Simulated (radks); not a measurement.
Question: These are the eigenvalues of the occupied orbitals of an atom or ion with whole-number occupations (eV). All-electron calculation, Dirac Kohn-Sham, PBE, spin-unpolarised, spherical densities, point nucleus. Program: a radial shooting solver on a logarithmic mesh with Libxc functionals.

orbital  eigenvalue
1s1/2     -30301.42
2s1/2     -4624.444
2p1/2     -4327.228
2p3/2     -4075.440
3s1/2     -919.8999
3p1/2     -798.5109
3p3/2     -752.0079
3d3/2     -537.8829
3d5/2     -528.2129
4s1/2     -162.7657
4p1/2     -121.2840
4p3/2     -112.4046
4d3/2      -46.0623
4d5/2      -44.6982
5s1/2      -16.4190
5p1/2       -7.4943
5p3/2       -6.6274

Which element is it, and in what charge state? The configuration may be excited. Open shells, if any, fill j = l - 1/2 first.

Answer: Z = 51, antimony, charge 0: Sb in [Kr] 4d8 5s2 5p5. The list shows which subshells hold electrons but not how many an open one holds; the 1s level, -1113.6 hartree, gives Z - s = 47.2 by -(Z - s)^2/2, which with screening and relativity narrows Z to a few neighbours, and the depths of the outer levels then fix element, charge and occupations together.
